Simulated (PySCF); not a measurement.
Al(F)2(Et) (C₂H₅AlF₂), SMILES C[CH2][Al]([F])[F]. Atoms are numbered in the order given.

```xyz
10

Al    -0.0217     0.5695     0.0000
F      1.6396     0.7794     0.0000
F     -0.9402     1.9693     0.0000
C     -0.8368    -1.2015     0.0000
C      0.1395    -2.3882     0.0000
H     -1.5182    -1.2419     0.8797
H     -1.5182    -1.2419    -0.8797
H      0.8016    -2.3793    -0.8896
H      0.8016    -2.3793     0.8896
H     -0.3964    -3.3606     0.0000
```
Charge 0, spin multiplicity 1.

Geometry: PBE-D3(BJ)/def2-SVP. The structure was generated by enumeration; whether it is a known compound was not checked. The values are those of a single conformer.

Level of theory: PBE-D3(BJ)/def2-SVP in PySCF.

Frequencies are harmonic and unscaled.

```
mode  ν (cm⁻¹)  IR (km/mol)  moving atoms (share of kinetic energy)
----  --------  -----------  --------------------------------------
1           23          0.5                  H 45 %, C 33 %, F 21 %
2           96          1.7          F 47 %, C 28 %, H 16 %, Al 9 %
3          164         12.1                 H 57 %, Al 24 %, F 15 %
4          228         29.5                  F 69 %, C 18 %, Al 9 %
5          262         25.3                 H 47 %, Al 37 %, F 10 %
6          297         15.3         C 38 %, F 29 %, Al 19 %, H 14 %
7          552          4.6                  C 47 %, F 30 %, H 16 %
8          589         54.7                          H 72 %, C 21 %
9          808        119.9                         F 49 %, Al 43 %
10         905          4.5                           H 91 %, C 8 %
11         907         78.7                 Al 39 %, F 39 %, H 19 %
12         941         33.9          H 66 %, Al 13 %, C 12 %, F 9 %
13        1022         16.4                          C 74 %, H 26 %
14        1176          0.8                          H 60 %, C 39 %
15        1198          3.7                          H 77 %, C 22 %
16        1350          4.2                          H 84 %, C 16 %
17        1375          3.8                          H 90 %, C 10 %
18        1423          4.2                                  H 97 %
19        1431          7.0                                  H 97 %
20        2962         13.8                                  H 95 %
21        2967         28.3                                  H 97 %
22        3005          2.6                           H 91 %, C 9 %
23        3046         16.6                           H 91 %, C 9 %
24        3059         16.2                           H 91 %, C 9 %
```
